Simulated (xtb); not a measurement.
Au₂, SMILES [Au][Au], multiplicity 1. All values are semi-empirical tight-binding results from xtb (GFN2-xTB unless named), good for trends rather than for accurate numbers. Geometry optimised at GFN2-xTB. The multiplicity is an assumed one; other spin states were not compared.

Optimised geometry:

Bonded distances (Å): Au1–Au2 2.496.
Charge 0, spin multiplicity 1.

For metal compounds this method's bond lengths and energies can be far off.

### Question
Estimate the properties. (Estimate from the structure and the level; the computed values follow.)

### Answer

The point group as xtb finds it is D∞h. The orbital gap is 3.37 eV.

### Question
Give the atomic charges and the Wiberg bond orders between heavy atoms. (Estimate from the structure and the level; the computed values follow.)

### Answer
charges (e) Au1 0.00, Au2 0.00. Bond orders Au1–Au2 1.01.
